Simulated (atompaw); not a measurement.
# u(r) = r·R(r): atom against pseudo-atom (zirconium)

Columns: radius, all-electron u(r) and pseudo u(r) of the 4d shell (level -3.60 eV) of zirconium in the configuration [Ar] 3d10 4s2 4p6 4d2 5s2 5p0; PBE, scalar-relativistic, PAW (atompaw) scheme, atompaw 4.2.0.5.

| r (bohr) | all-electron | pseudo |
| --- | --- | --- |
| 0.113 | -0.1195 | 0.0004 |
| 0.227 | -0.2801 | 0.0035 |
| 0.340 | -0.2855 | 0.0116 |
| 0.454 | -0.1760 | 0.0268 |
| 0.567 | -0.0203 | 0.0501 |
| 0.681 | 0.1419 | 0.0826 |
| 0.794 | 0.2871 | 0.1234 |
| 0.908 | 0.4099 | 0.1722 |
| 1.021 | 0.5062 | 0.2265 |
| 1.135 | 0.5787 | 0.2849 |
| 1.248 | 0.6288 | 0.3438 |
| 1.362 | 0.6608 | 0.4015 |
| 1.475 | 0.6778 | 0.4543 |
| 1.588 | 0.6832 | 0.5005 |
| 1.702 | 0.6797 | 0.5384 |
| 1.815 | 0.6696 | 0.5663 |
| 1.929 | 0.6547 | 0.5842 |
| 2.042 | 0.6364 | 0.5919 |
| 2.156 | 0.6158 | 0.5905 |
| 2.269 | 0.5939 | 0.5813 |
| 2.383 | 0.5711 | 0.5661 |
| 2.496 | 0.5482 | 0.5469 |
| 2.610 | 0.5252 | 0.5251 |
| 2.723 | 0.5026 | 0.5027 |
| 2.837 | 0.4802 | 0.4802 |
| 2.950 | 0.4586 | 0.4586 |

Question: How many radial nodes do the two functions have?

Answer: The all-electron 4d function has n − l − 1 = 1; the pseudo-wave has 0, since the states of the same l below it are removed with the core.

Question: Is the pseudo-wave norm-conserving?

Answer: No, it belongs to a PAW set: the norm inside the radius is not constrained, and the difference is carried by the augmentation charge.
